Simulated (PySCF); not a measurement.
BBr2, SMILES Br[B]Br (connectivity only; charge and spin as stated), charge +1, multiplicity 1. Atoms are numbered in the order given.

```xyz
3

Br     0.0000     0.0000     1.7665
B      0.0000     0.0000     0.0000
Br     0.0000     0.0000    -1.7665
```
Charge +1, spin multiplicity 1.

Geometry: B3LYP-D3(BJ)/def2-TZVP. The spin state was assumed, not searched. The isomer is the one that the SMILES or the coordinates give; other isomers of the formula were not compared.

Method: TDA-LC-ωPBE/def2-SVPD (PySCF 2.14.0).

Vertical excitations; the highest root listed may be one member of a degenerate set. Gas-phase values at a fixed geometry. State labels are in the subgroup D2h.

Computed UV-visible absorptions:
| state | symmetry | energy (eV) | λ (nm) | f | main pairs |
|---|---|---|---|---|---|
| S1 | Au | 5.77 | 215 | 0.000 | HOMO−1→LUMO 50 %, HOMO→LUMO+1 50 % |
| S2 | Au | 5.94 | 209 | 0.000 | HOMO→LUMO+1, HOMO−1→LUMO (degenerate set) |
| S3 | B1u | 5.94 | 209 | 0.000 | HOMO−1→LUMO+1, HOMO→LUMO (degenerate set) |
| S4 | B1g | 7.06 | 176 | 0.000 | HOMO−2→LUMO 49 %, HOMO−3→LUMO+1 49 % |
| S5 | Ag | 7.29 | 170 | 0.000 | HOMO−2→LUMO+1, HOMO−3→LUMO (degenerate set) |
| S6 | B1g | 7.29 | 170 | 0.000 | HOMO−3→LUMO+1, HOMO−2→LUMO (degenerate set) |
| S7 | B1u | 8.05 | 154 | 1.072 | HOMO→LUMO 43 %, HOMO−1→LUMO+1 43 %, HOMO−4→LUMO+2 8 % |
| S8 | B2g | 8.26 | 150 | 0.000 | HOMO−1→LUMO+2 (degenerate set) |
| S9 | B3g | 8.26 | 150 | 0.000 | HOMO→LUMO+2 (degenerate set) |
| S10 | B2g | 9.21 | 135 | 0.000 | HOMO−4→LUMO+1 96 % |
| T1 | B1u | 5.26 | 236 | 0 | HOMO−1→LUMO+1 49 %, HOMO→LUMO 49 % |
| T2 | Au | 5.48 | 226 | 0 | HOMO−1→LUMO, HOMO→LUMO+1 (degenerate set) |
| T3 | B1u | 5.48 | 226 | 0 | HOMO→LUMO, HOMO−1→LUMO+1 (degenerate set) |
| T4 | Au | 5.77 | 215 | 0 | HOMO→LUMO+1 50 %, HOMO−1→LUMO 50 % |
Triplets are in the Tamm–Dancoff approximation.
